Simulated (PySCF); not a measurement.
## One molecule, a ladder of functionals, a line

Molecule: SMILES [NH3+][BH2-]B(F)F, B2F2H5N.

Bonds (- single, = double, # triple, : aromatic): N1-B2 1.632 Å, B2-B3 1.694 Å, B3-F4 1.350 Å, B3-F5 1.328 Å. N1 carries H6, H7, H8; B2 carries H9, H10. Formal charges: N1 +1, B2 -1.

GIAO shieldings (ppm, equivalent atoms averaged) in PySCF 2.14.0 with density-fitted response routines on the PBE0-D3(BJ)/def2-SVP geometry, basis pcSseg-2, gas phase, non-relativistic:

```csv
functional,exact exchange (%),σ(B3),σ(B2),σ(F4/F5)
BLYP,0,52.8,120.8,211.5
BP86,0,55.7,124.6,209.5
PBE,0,54.7,124.3,207.3
B3LYP,20,57.1,124.6,226.0
mPW1PW91,25,60.2,128.3,227.9
BHandHLYP,50,63.8,129.2,246.1
HF,100,76.2,136.4,276.1
```

Task: Fit each shielding as a line in the percentage of exact exchange.

Result: σ(B3) = 54.1 + 0.22 x (rms 1.1 ppm); σ(B2) = 123.2 + 0.13 x (rms 1.4 ppm); σ(F4/F5) = 210.5 + 0.67 x (rms 1.8 ppm). The functionals also differ in their semilocal parts, which the line can't hold; Hartree–Fock has no correlation at all.

Task: What does the line predict for PBE0 (25 %), and what does the run give?

Result: σ(B3): 59.6 predicted, 60.1 computed; σ(B2): 126.5 predicted, 128.6 computed; σ(F4/F5): 227.2 predicted, 226.5 computed ppm.
